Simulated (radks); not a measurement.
Dipole-allowed excitations along the series with 2 electrons in [He]. All-electron calculation, non-relativistic Kohn-Sham, LDA (Slater exchange, VWN5 correlation), spin-unpolarised, spherical densities, point nucleus. Program: a radial shooting solver on a logarithmic mesh with Libxc functionals. Time-dependent linear response with the Hartree and adiabatic LDA kernel, continuum included through the Sternheimer equations. Lines are the poles of the dipole polarisability below minus the highest occupied eigenvalue, found on a grid refined at the orbital gaps; the lowest seven at most are given, and weak or close lines can be missed. The first line takes the name of the lowest orbital gap if no other gap lies below it; otherwise a line is named after a gap within 0.6 % of it, if that gap stands alone.

| species | -e(HOMO) (eV) | lowest orbital gap (eV) | first line (eV) | f | static alpha (bohr^3) |
|---|---|---|---|---|---|
| Be2+ | 130.79 | 1s-2p 113.90 | 114.05 (1s-2p) | 0.399 | 0.05667 |
| B3+ | 229.14 | 1s-2p 193.02 | 193.42 (1s-2p) | 0.493 | 0.02094 |
| C4+ | 354.67 | 1s-2p 292.49 | 293.17 (1s-2p) | 0.554 | 0.009449 |
| N5+ | 507.38 | 1s-2p 412.35 | 413.32 (1s-2p) | 0.596 | 0.004870 |
